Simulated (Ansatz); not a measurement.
An input meant for the cluster TaO₄H₃ (charge 0, singlet).

```yaml
crystal:
  periodic: [false, false, false]
  atoms:
    - {symbol: Ta, position_ang: [0.020692, -0.021880, 0.004684]}
    - {symbol: O, position_ang: [0.714665, -1.109818, 0.060526]}
    - {symbol: O, position_ang: [1.066444, -0.240369, 0.544129]}
    - {symbol: O, position_ang: [-0.169602, 0.378148, -1.070284]}
    - {symbol: O, position_ang: [-0.968648, -0.222894, 0.636085]}
    - {symbol: H, position_ang: [0.272906, 1.077114, 0.433532]}
    - {symbol: H, position_ang: [-1.334950, -0.337878, 1.081578]}
    - {symbol: H, position_ang: [0.183557, 0.491952, -1.775255]}
basis:
  gaussian: {orbitals: def2-mTZVPP}
hamiltonian: {xc: {name: r2SCAN0}, dispersion: d3bj}
scf: {lower_state_search: full}
output: {forces: true}
```

```sh
$ ansatz run in.yaml --threads 4 --pin off --events-out ev --progress --plain --max-ram 3916MiB
```

Output, abridged:

```
Warning: the engine holds no damping parameters fitted to this dispersion correction and functional, so the run takes those fitted to r2scan0 beside the three-body term, which d3bj leaves out (hamiltonian.dispersion, under Limitations)
Functional definition: r2SCAN0
1189 factors; their error is unknown
mean field evaluation 1: about -9632.5458 eV, gradient 1.3e2 eV
mean field evaluation 2: about -9550.1672 eV, gradient 2.3e2 eV
mean field evaluation 4: about -9655.6533 eV, gradient 1.3e1 eV
mean field evaluation 8: about -9655.9512 eV, gradient 2.3e-1 eV
mean field evaluation 16: about -9656.0002 eV, gradient 1.3e-3 eV
mean field evaluation 32: about -9655.9467 eV, gradient 1.7e0 eV
mean field evaluation 64: about -9656.0002 eV, gradient 4.7e-4 eV
mean field -9656.00017323 eV, -354.8514612943 hartree, gradient 2.6e-5 eV, S^2 0.000000; 2 other end points of the search recorded, 0 dependent functions left out
reference -9656.00018462 eV, -354.8514617128 hartree; 24, 24 occupied and 123, 123 virtual orbitals, 1189 factors
Total energy: -9656.04929107 eV, -354.8532663415 hartree
Atom 0 at     0.020692    -0.021880     0.004684 Å, force   -28.722577    47.406328    -4.372559 eV/Å
Atom 1 at     0.714665    -1.109818     0.060526 Å, force    42.241677   -98.402861    -7.547259 eV/Å
Atom 2 at     1.066444    -0.240369     0.544129 Å, force   133.614842    -5.519273    76.966488 eV/Å
Atom 3 at    -0.169602     0.378148    -1.070284 Å, force   -37.731334    52.378807  -132.683528 eV/Å
Atom 4 at    -0.968648    -0.222894     0.636085 Å, force   -67.483262    -5.205802     9.763660 eV/Å
Atom 5 at     0.272906     1.077114     0.433532 Å, force     4.757942    22.209766     8.818767 eV/Å
Atom 6 at    -1.334950    -0.337878     1.081578 Å, force   -55.023313   -16.857481    66.337918 eV/Å
Atom 7 at     0.183557     0.491952    -1.775255 Å, force     8.346025     3.990516   -17.283487 eV/Å
Dipole moment:    -0.345469    -0.399294    -0.319257 e Å
```

In this input the geometry is squeezed to about two thirds of its size. The run converged. The result belongs to that input, not to the species as meant.

In the def2 sets Ta takes a core potential; there is no spin–orbit coupling.
